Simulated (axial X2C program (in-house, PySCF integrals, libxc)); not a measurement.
# Nuclear properties of CoS

Computed with an in-house all-electron X2C program for linear molecules (integrals from PySCF): two-component X2C with atomic mean-field Coulomb and Gaunt terms, Gaussian nuclei, basis Co dyall-cv3z, S dyall-av3z with contracted cores.

R = 1.969 Å (near the PBE0 minimum at charge 0 of the determinant lowest at the starting distance; the state shown can have its own minimum elsewhere).

Input and command:
```json
{"zs": [27, 16], "q": 0, "bas": ["dyall-cv3z", "dyall-av3z"], "r0": 1.97, "levels": ["PBE0", "HF", "PBE50", "BP86", "PBE"], "nst": 3}
```
```bash
python soeom.py task.json out
```

Keys: zs atomic numbers; q charge; bas basis sets; r0 starting distance in Å; levels methods; nst determinants followed.

Determinant lowest in the PBE0 search, Ω = 7/2 (⟨Sz⟩ = 1.50, ⟨Lz⟩ = 2.00 at PBE0), spin on the atoms Co 1.20, S 0.30:

| level | Eeff magnitude (GV/cm) | Ws magnitude Co (kHz) | A∥/gI Co (MHz) | qzz Co (a.u.) | A∥/gI S (MHz) | qzz S (a.u.) | μ (D) |
| --- | --- | --- | --- | --- | --- | --- | --- |
| PBE0 | 0.244 | 0.00879 | 347 | -0.24 | -29.9 | 0.48 | -4.95 |
| HF | 0.665 | 0.0813 | 560 | -0.20 | 0.124 | 2.23 | -5.40 |
| PBE50 | 0.189 | 0.00311 | 378 | -0.16 | -22.7 | 0.99 | -6.19 |
| BP86 | 0.213 | 0.00673 | 329 | -0.20 | -27.9 | 0.13 | -3.56 |
| PBE | 0.245 | 0.0103 | 322 | -0.21 | -28.4 | 0.13 | -3.64 |

Eeff is the effective electric field on the electron electric dipole moment in this Ω state and Ws the scalar–pseudoscalar constant of the nucleus named (defined with the proton number Z and per Ω); A∥ (defined per Ω) follows by multiplying with gI = μI/(I μN); qzz is the electric field gradient, eQq0 = 234.96 MHz × Q/barn × qzz; μ is positive if the S end (last atom) is positive. The operators were transformed with the bare-nucleus X2C matrices; with these basis sets, hyperfine constants and field gradients can be off by tens of per cent, and where levels differ in sign neither size nor sign is settled.

Q: With gI(59Co) = 1.3220, Q(59Co) = 0.42 barn (g factors from the IAEA table of nuclear moments by Stone; Q from Pyykkö, Mol. Phys. 2018), turn the PBE0 values of the first state into constants in MHz.

A: A∥(59Co) = 347 × 1.3220 = 459 MHz; eQq0(59Co) = 234.96 × (0.42) × (-0.24) = -23.7 MHz.

Each state is one determinant with collinear spin, which with several unpaired electrons need not be a pure state. Unrestricted Hartree–Fock can overshoot spin polarisation at the nuclei. In the state Ω = 7/2 the sign of Eeff differs between levels (HF against PBE0). With several open shells hyperfine constants can be off by a factor of several. Where Eeff spreads by more than a factor of two the levels disagree and none is to be relied on. States lie within half an eV, so the first need not be the ground state. The sign of Ws at Co differs between levels in the first state. Further determinants of the search, some of them spin-mixed, are not shown. Where a field gradient or hyperfine factor spreads by more than a factor of two over the levels, a constant derived from it is not to be relied on.
